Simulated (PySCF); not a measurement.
## A small calculation by hand: dipole moment from atomic charges

Al(Cl)(Br)(NH2) (AlBrClH2N), SMILES [Cl][Al]([NH2])[Br]. Atoms are numbered in the order given.

```xyz
6

Al    -0.4128    -0.6116     0.0000
Cl     1.0143    -2.1517     0.0000
Br     0.2394     1.5403     0.0000
N     -2.1255    -1.0127     0.0000
H     -2.8803    -0.3312     0.0000
H     -2.4975    -1.9592     0.0000
```

Geometry: TPSSh-D3(BJ)/def2-SVP. One conformer was computed; it need not be the lowest.

Charges (e) from PBE/def2-TZVP (PySCF):

| atom | Mulliken | ESP fit |
|---|---|---|
| Al1 | 0.534 | 0.646 |
| Cl2 | -0.227 | -0.227 |
| Br3 | -0.214 | -0.199 |
| N4 | -0.565 | -0.943 |
| H5 | 0.236 | 0.356 |
| H6 | 0.236 | 0.368 |

The dipole moment of the full density is 2.30 D.

What dipole moment does each set of point charges give, and which comes closer to that of the density?


μ = Σ q r, and 1 e Å = 4.8032 D.
Mulliken: Σ q r = (-0.570, -0.136, 0.000) e Å, |μ| = 2.82 D.
ESP fit: Σ q r = (-0.485, -0.097, 0.000) e Å, |μ| = 2.37 D.
ESP fit comes closer in size. Point charges leave out the atoms' own dipoles (lone pairs, polarised bonds); fits to the potential absorb them, partitions of the density don't.
